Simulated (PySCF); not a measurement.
## A search over the determinants of CoBr

Unrestricted PBE0; Co x2c-TZVPPall, Br x2c-TZVPPall; spin-free X2C with a Gaussian nucleus (PySCF 2.14). Outer shells of the fragments: Co 3d7 4s2; Br 3d10 4s2 4p5.

Followed along the bond (rough minima from three points):

```csv
2Ms+1,unpaired,⟨S²⟩ at the start,R at minimum (Å),Te (eV)
3,"π ↑, δ ↑",2.04,2.22,0.00
3,"σ ↑, δ ↑",2.01,2.26,0.10
3,π ↑↑,2.02,2.22,0.32
5,"σ ↑, π ↑↑, δ ↑",6.01,2.30,0.38
5,"σ ↑↑, π ↑, δ ↑",6.00,2.31,0.53
3,δ ↑↑,2.38,2.23,0.82
```

Solutions found at the starting distance of 2.185 Å, counted from the lowest of them; the search is not exhaustive and high or unbound solutions are not listed, so other states can lie among these:

```json
{"2Ms+1": "3", "unpaired": "π ↑, δ ↑", "term": "mixed", "E (eV)": "0.00", "⟨S²⟩": "2.04", "⟨Lz²⟩": "4.37", "μ (D)": "-4.62"}
{"2Ms+1": "3", "unpaired": "σ ↑, δ ↑", "term": "³Δ", "E (eV)": "0.13", "⟨S²⟩": "2.01", "⟨Lz²⟩": "4.01", "μ (D)": "-4.84"}
{"2Ms+1": "3", "unpaired": "π ↑↑", "term": "³Σ⁻", "E (eV)": "0.32", "⟨S²⟩": "2.02", "⟨Lz²⟩": "0.00", "μ (D)": "-4.77"}
{"2Ms+1": "5", "unpaired": "σ ↑, π ↑↑, δ ↑", "term": "⁵Δ", "E (eV)": "0.43", "⟨S²⟩": "6.01", "⟨Lz²⟩": "4.00", "μ (D)": "-1.41"}
{"2Ms+1": "5", "unpaired": "σ ↑↑, π ↑, δ ↑", "term": "mixed", "E (eV)": "0.61", "⟨S²⟩": "6.00", "⟨Lz²⟩": "5.01", "μ (D)": "-1.66"}
{"2Ms+1": "3", "unpaired": "δ ↑↑", "term": "mixed", "E (eV)": "0.82", "⟨S²⟩": "2.38", "⟨Lz²⟩": "0.00", "μ (D)": "-3.67"}
```

A term symbol is given only where ⟨S²⟩ and ⟨Lz²⟩ are close to those of a pure state; real π, δ and φ orbitals otherwise mix terms. A positive dipole means Co(−)Br(+).

Spin–orbit coupling is left out. The state is the lowest single determinant that the PBE0 search found; with open d or f shells the true ground state can be another one.
